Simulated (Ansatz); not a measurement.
A structure relaxed at PBE0-D4/def2-TZVP in Ansatz, charge 0, singlet:

```xyz
6

Zn    1.0359   -0.0647    0.2704
C    -0.8328    0.0523   -0.2174
H    -1.1810    1.0832   -0.1330
H    -1.4346   -0.5758    0.4419
H    -0.9755   -0.2825   -1.2464
I     3.3878   -0.2125    0.8845
```

Problem. Give its formula, name or SMILES and point group.

Solution. ZnMeI (CH₃IZn). Point group C3v (tolerance 0.1 Å).

Problem. Summarise the bond lengths by kind (pairs closer than 1.2 times the sum of covalent radii, bridged metal pairs left out).

Solution. 1 × C–Zn 1.93 Å; 1 × I–Zn 2.44 Å; 3 × C–H 1.09 Å. The metal has 2 neighbours: C 1.93 Å, I 2.44 Å.

In the def2 sets I takes a core potential; there is no spin–orbit coupling.
